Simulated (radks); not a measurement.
The numbers below are computed, except where a source is named.
Task: The mean radii <r> (bohr) of the occupied orbitals of an atom or ion are listed with their occupations. Level of theory: scalar-relativistic Kohn-Sham, BLYP, spin-polarised, spherical densities, finite nucleus; Fermi nuclear charge, rms radius of each element as measured or else 0.836 A^(1/3) + 0.57 fm (a radial shooting solver on a logarithmic mesh with Libxc functionals).

| orbital | occ. | <r> |
|---|---|---|
| 1s up | 1 | 0.02905 |
| 1s down | 1 | 0.02905 |
| 2s up | 1 | 0.1251 |
| 2s down | 1 | 0.1249 |
| 2p up | 3 | 0.1091 |
| 2p down | 3 | 0.1090 |
| 3s up | 1 | 0.3236 |
| 3s down | 1 | 0.3244 |
| 3p up | 3 | 0.3180 |
| 3p down | 3 | 0.3191 |
| 3d up | 5 | 0.2878 |
| 3d down | 1 | 0.2891 |

Name the element and its charge. Open shells, if any, are filled with parallel spins first.

Result: Z = 50, tin, charge +26: Sn26+ in [Ar] 3d6. The 1s radius gives Z: for a bare nucleus <r> = (2 gamma + 1)/(2Z) with gamma = sqrt(1 - (Z/c)^2), 0.02862 bohr for Z = 50, and screening makes it slightly larger (0.02905 here). The occupations add up to 24, and the charge is Z minus that.
